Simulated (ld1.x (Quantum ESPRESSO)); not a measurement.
**Configuration tests for Gd (Z = 64) (TM)**

gadolinium, norm-conserving Troullier–Martins (Kleinman–Bylander form), made with ld1.x (Quantum ESPRESSO) 7.5 (PBEsol, scalar-relativistic). Core [Kr] 4d10, reference 4f7 5s2 5p6 5d1 6s2 6p0. Waves: 5p (bound): rc 2.25 bohr; 5d (bound): rc 2.15 bohr; 4f (bound): rc 0.95 bohr; 5s (bound): rc 1.35 bohr. Local part: the s channel. Core correction: none.

Occupied shells without a wave of their own: 6s. They enter only through the test configuration that unscreens the potential.

Energies are relative to the spin-unpolarised reference configuration 4f7 5s2 5p6 5d1 6s2 6p0; without spin polarisation the order of configurations can differ from experiment. The frozen-core shift is the all-electron ΔE with the core orbitals held at their reference shape minus the fully relaxed ΔE.

**Question.** Give the all-electron excitation energy and the error of the potential for: 4f7 5s2 5p6 5d1 6s1 6p0; 4f7 5s2 5p6 5d1 6s0 6p0; 4f7 5s2 5p6 5d0 6s0 6p0; 4f6 5s2 5p6 5d0 6s0 6p0; 4f8 5s2 5p6 5d0 6s1 6p0; 4f7 5s2 5p6 5d0 6s2 6p1; 4f7 5s2 5p6 5d2 6s1 6p0.

**Answer.**

```json
{"valence configuration": "4f7 5s2 5p6 5d1 6s1 6p0", "charge": "+1", "ΔE all-electron (eV)": "6.674", "error AE − PS (meV)": "-60", "frozen-core shift (meV)": "+1.9"}
{"valence configuration": "4f7 5s2 5p6 5d1 6s0 6p0", "charge": "+2", "ΔE all-electron (eV)": "18.719", "error AE − PS (meV)": "-157", "frozen-core shift (meV)": "+4.9"}
{"valence configuration": "4f7 5s2 5p6 5d0 6s0 6p0", "charge": "+3", "ΔE all-electron (eV)": "38.512", "error AE − PS (meV)": "-229", "frozen-core shift (meV)": "+7.9"}
{"valence configuration": "4f6 5s2 5p6 5d0 6s0 6p0", "charge": "+4", "ΔE all-electron (eV)": "82.051", "error AE − PS (meV)": "-360", "frozen-core shift (meV)": "+135"}
{"valence configuration": "4f8 5s2 5p6 5d0 6s1 6p0", "charge": "+1", "ΔE all-electron (eV)": "2.313", "error AE − PS (meV)": "-283", "frozen-core shift (meV)": "+153"}
{"valence configuration": "4f7 5s2 5p6 5d0 6s2 6p1", "charge": "0", "ΔE all-electron (eV)": "1.848", "error AE − PS (meV)": "+30", "frozen-core shift (meV)": "-1.2"}
{"valence configuration": "4f7 5s2 5p6 5d2 6s1 6p0", "charge": "0", "ΔE all-electron (eV)": "1.775", "error AE − PS (meV)": "-43", "frozen-core shift (meV)": "+2.3"}
```

ld1.x printed “convergence not achieved” for 7 of the counted tests; their residual had stalled under 1e-8, short of the target of 1e-14. The 6s level has no wave, so the channel is fitted at the deeper level alone: the likely source of the large errors. A variational frozen-core shift is positive and of second order in the change. This column holds negative values, so the frozen-core run of ld1.x carries numerical noise or an error of first order here, and the column gives no more than the rough size of the effect.
